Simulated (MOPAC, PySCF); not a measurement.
C₄H₃N, SMILES `C#CCC#N`, neutral singlet in the gas phase. 

Cartesian coordinates (Å):
```xyz
8

C      1.2478     1.1967    -0.7178
C      0.6306     0.3401    -0.1542
C     -0.1138    -0.7126     0.5302
C     -1.3595    -0.2336     1.1351
N     -2.3394     0.1241     1.6156
H      1.7926     1.9603    -1.2170
H     -0.3593    -1.5168    -0.1697
H      0.5011    -1.1582     1.3178
```
Charge 0, multiplicity 1.

All levels are single points at this geometry (B3LYP-D3(BJ)/def2-TZVP); Pople sets use spherical d functions. Orbital energies aren't observables, and empty levels follow the basis.

HF/STO-3G in PySCF gives gap (eV) = 18.66.

### Question
Estimate the gap (eV) from each of these levels: M06-2X/def2-TZVP in PySCF; B3LYP/3-21G in PySCF; AM1 in MOPAC; PM6 in MOPAC; PM7 in MOPAC.

### Answer

```json
[
 {"level": "M06-2X/def2-TZVP in PySCF", "gap (eV)": "10.86"},
 {"level": "B3LYP/3-21G in PySCF", "gap (eV)": "8.59"},
 {"level": "AM1 in MOPAC", "gap (eV)": "12.54"},
 {"level": "PM6 in MOPAC", "gap (eV)": "12.40"},
 {"level": "PM7 in MOPAC", "gap (eV)": "12.37"}
]
```
